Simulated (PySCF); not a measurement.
What does the GFN2-xTB structure of InChI=1S/C6H7NO/c1-8-6-3-2-4-7-5-6/h2-5H,1H3 look like in three dimensions?

```xyz
15
C6H7NO angstrom
C      2.5649   -0.2070   -0.1482
O      1.5268    0.7446   -0.1238
C      0.2464    0.3022   -0.0286
C     -0.7554    1.2762   -0.0042
C     -2.0736    0.8801    0.0915
C     -2.3536   -0.4789    0.1572
N     -1.4141   -1.4045    0.1351
C     -0.1490   -1.0328    0.0467
H      2.5844   -0.8037    0.7691
H      3.4867    0.3675   -0.2246
H      2.4793   -0.8724   -1.0130
H     -0.4737    2.3164   -0.0604
H     -2.8680    1.6097    0.1151
H     -3.3690   -0.8436    0.2302
H      0.5636   -1.8458    0.0360
```

Orientation and origin are arbitrary. Atoms count from 1 in this order. The 8 heavy atoms lie in one plane (0.001 Å rms). The 6-membered ring C3–C4–C5–C6–N7–C8 has internal angles of 117.6° to 123.0°; it is planar, 0.00 Å rms from its mean plane, widest ring torsion 0°. The 2 C–O bonds span 1.358 Å (O2–C3, drawn single) to 1.408 Å (C1–O2, drawn single), a spread of 0.050 Å. Of the pairs four or more bonds apart, C1···H15 is among the closest relative to their van der Waals radii: 2.59 Å, 89 % of the sum of Bondi's values.

Bonds between heavy atoms (Å): C1–O2 1.408, O2–C3 1.358, C3–C4 1.397, C4–C5 1.380, C5–C6 1.389, C6–N7 1.319, N7–C8 1.321, C3–C8 1.394.

The geometry is computed with GFN2-xTB (gas phase).

Point group: Cs (tolerance 0.08 Å). GFN2-xTB frequencies: not computed here. One conformer, not necessarily the lowest (C1–O2–C3–C4 180°).
